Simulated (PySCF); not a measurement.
**Nuclear quadrupole coupling in `C=CCN[SiH2]C(=O)[SiH3]`**

Species: C4H11NOSi2.
Structure used (GFN2-xTB), in Å, numbered top down from 1:
```
atom  x, y, z in Å
C1    -3.3975    0.7329    0.0084
C2    -2.4225   -0.1133    0.2793
C3    -1.4757   -0.6623   -0.7360
N4    -0.0913   -0.4096   -0.3863
Si5    0.5248   -0.0831    1.1771
C6     2.4149    0.1730    0.9060
O7     3.0924    0.3211    1.9074
Si8    3.2899    0.2588   -0.8123
H9    -3.5704    1.1003   -0.9900
H10   -4.0713    1.0872    0.7695
H11   -2.2661   -0.4742    1.2852
H12   -1.6522   -1.7476   -0.8172
H13   -1.6847   -0.2147   -1.7151
H14    0.5333   -0.7890   -1.0823
H15   -0.0413    1.1692    1.6834
H16    0.3743   -1.1418    2.1880
H17    3.1476   -1.0588   -1.4428
H18    2.5906    1.2679   -1.6074
H19    4.6953    0.5933   -0.6224
```

Field gradients from the PBE0/pcSseg-1 density (PySCF, non-relativistic), principal values in atomic units, ordered |Vxx| ≤ |Vyy| ≤ |Vzz|:

```csv
atom,Vxx,Vyy,Vzz
N4,0.3573,0.7302,-1.0875
O7,0.4040,1.8411,-2.2451
```

Task: Find the asymmetry η = (Vxx − Vyy)/Vzz and the couplings χ = eQV/h (234.96 MHz × Q in barn × V in au), with Q(14N) = 0.02044 b, Q(17O) = −0.0256 b.

Result: 
```json
{"atom": "N4", "environment": "silicon-bound nitrogen", "nucleus": "14N", "η": "0.34", "χzz (MHz)": "-5.22", "χxx (MHz)": "1.72", "χyy (MHz)": "3.51"}
{"atom": "O7", "environment": "carbonyl oxygen", "nucleus": "17O", "η": "0.64", "χzz (MHz)": "13.50", "χxx (MHz)": "-2.43", "χyy (MHz)": "-11.07"}
```

Task: What is Vzz at O7 in SI units (1 au = 9.71736 × 10²¹ V/m²)?

Result: -2.2451 au = -21.816 × 10²¹ V/m².

Were the hydrogens deuterons (Q(2H) = 0.00286 b), χzz would run from 104 kHz (H16) to 282 kHz (H14).

Isolated species at its GFN2-xTB geometry (one conformer only). GFN2-xTB bond lengths can be off by several hundredths of an ångström, more for odd bonds, and the gradients follow them. The small basis limits the accuracy of the gradients.
